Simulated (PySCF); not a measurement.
C2H5ClO2Si. Atoms are numbered in the order given.

```xyz
11

C     -2.0436     0.0348     0.2375
C     -0.8128     0.2573    -0.2245
Cl    -0.4735     1.5947    -1.3036
Si     0.7035    -0.7592     0.1755
O      1.8278     0.0892     1.0519
O      0.1649    -1.9904     1.1377
H     -2.8974     0.6649    -0.0280
H     -2.2023    -0.8132     0.9094
H      1.3157    -1.2290    -1.0997
H      2.3758     0.7221     0.5797
H      0.8052    -2.3683     1.7475
```

Geometry optimised at PBE0-D3(BJ)/def2-SVP. This is a generated structure with no PubChem entry under its InChIKey; it may be hypothetical. One conformer was computed; it need not be the lowest.

Computed with PySCF with PBE0-D3(BJ)/def2-SVP.

Frequencies are harmonic and unscaled.

| mode | ν (cm⁻¹) | IR (km/mol) | moving atoms (share of kinetic energy) |
|---|---|---|---|
| 1 | 53 | 5.0 | O 42 %, Cl 21 %, C 19 %, H 14 % |
| 2 | 92 | 98.6 | H 57 %, O 25 %, C 10 % |
| 3 | 123 | 71.1 | H 72 %, O 13 %, Cl 10 % |
| 4 | 155 | 24.6 | H 51 %, O 25 %, Cl 13 %, C 9 % |
| 5 | 195 | 13.3 | O 37 %, C 31 %, H 18 %, Si 12 % |
| 6 | 267 | 25.6 | O 33 %, H 22 %, Cl 20 %, C 13 %, Si 12 % |
| 7 | 327 | 22.8 | O 51 %, Si 20 %, H 16 %, C 10 % |
| 8 | 347 | 5.4 | C 30 %, H 27 %, Si 19 %, Cl 17 % |
| 9 | 467 | 48.3 | C 59 %, O 14 %, Si 13 %, H 10 % |
| 10 | 573 | 52.4 | C 44 %, Si 25 %, Cl 21 %, H 10 % |
| 11 | 727 | 11.7 | H 93 % |
| 12 | 750 | 170.7 | H 91 % |
| 13 | 775 | 179.8 | H 73 %, O 20 % |
| 14 | 794 | 34.9 | H 43 %, C 40 %, Cl 8 % |
| 15 | 828 | 48.0 | H 59 %, O 34 % |
| 16 | 860 | 35.8 | H 54 %, O 37 % |
| 17 | 925 | 254.5 | H 50 %, Si 29 %, O 18 % |
| 18 | 948 | 31.2 | H 73 %, C 27 % |
| 19 | 977 | 164.2 | Si 45 %, O 31 %, H 24 % |
| 20 | 1115 | 36.5 | C 57 %, H 38 % |
| 21 | 1378 | 21.6 | H 87 %, C 12 % |
| 22 | 1694 | 16.9 | C 91 %, H 9 % |
| 23 | 2246 | 152.9 | H 97 % |
| 24 | 3163 | 1.5 | H 95 % |
| 25 | 3274 | 0.8 | H 89 %, C 11 % |
| 26 | 3938 | 136.6 | H 94 % |
| 27 | 3942 | 113.7 | H 94 % |
